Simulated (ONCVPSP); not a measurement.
**Dy: variants of one ONCV potential**

Base potential:

* Element: Dy (Z = 66)
* Generator: ONCVPSP 4.0.1
* Type: optimised norm-conserving Vanderbilt (ONCV)
* Functional: PBE
* Relativity: scalar-relativistic
* Frozen core: [Kr] 4d10 4f9
* Valence charge: 11
* Reference configuration: 5s2 5p6 5d1 6s1.75 (charge +0.25)
* Partial waves: 5s+6s: rc 2.30 bohr, ncon 4, nbas 9, qcut 6 1/bohr, 2 projectors; 5p: rc 2.10 bohr, ncon 4, nbas 7, qcut 6.5 1/bohr, 2 projectors, debl 3.5 Ha; 5d: rc 3.15 bohr, ncon 4, nbas 8, qcut 3.9 1/bohr, 2 projectors, debl 3.5 Ha
* Local potential: polynomial inside 1.75 bohr (lpopt 4, dvloc0 1 Ha)
* Core correction: Teter function, fcfact 3.75, rcfact 1.15

All-electron outer shells of the reference configuration (PBE, scalar-relativistic, ld1.x):

```csv
shell,level (eV),outermost node (bohr),outermost maximum (bohr)
5s,-54.32,0.63,1.14
5p,-30.00,0.67,1.30
4f,-10.68,–,0.53
6s,-5.52,1.54,3.27
5d,-3.70,0.76,1.91
```

Cutoffs, loose and tight: the cutoffs (Ha) at which the residual kinetic energy of the hardest occupied pseudo-wave falls to 1 and 0.1 mHa per electron. They do not see the model core or the augmentation charge, which bear on the density cutoff. Test errors are all-electron minus pseudo excitation energies from the reference, over the configurations 5s2 5p6 5d1 6s2; 5s2 5p6 5d1 6s1; 5s2 5p6 5d1 6s0; 5s2 5p6 5d1 6s1.5. A dash means not determined; rows that change the core or the reference have their own tests.

```csv
change,outcome,"cutoff, loose","cutoff, tight",bound ghosts,GHOST(+) flags above zero,largest test error (meV)
base,generated,11 Ha,16 Ha,none,none,+8.5
"s: rc 1.72; local potential polynomial inside 1.72 bohr (lpopt 4, dvloc0 1 Ha)",generated,15 Ha,18 Ha,none,none,+12
s: rc 2.28,generated,11 Ha,16 Ha,none,none,+8.6
s: rc 2.4,generated,11 Ha,16 Ha,none,none,+8.1
s: rc 2.74,generated,11 Ha,16 Ha,none,none,+7.3
s: rc 2.98,generated,11 Ha,16 Ha,none,s,+8.3
s: rc 3.36,generated,11 Ha,16 Ha,none,none,+6.3
```

Task: What comes out with this change to the base: s: rc 1.98?

Result: outcome: generated; cutoff, loose: 13 Ha; cutoff, tight: 16 Ha; bound ghosts: none; GHOST(+) flags above zero: none; largest test error (meV): +10.

Reading the sweep of the s radius (base included, trends over the rows without a ghost): The loose cutoff falls from 15 Ha at 1.72 to 11 Ha at 3.36 bohr. A larger radius leaves more room for a smooth pseudo-wave, so fewer plane waves are needed; a smaller one forces it to follow the all-electron wave where it bends sharply. The median size of the test errors (rows with all tests solved) stays near 0.4 meV.
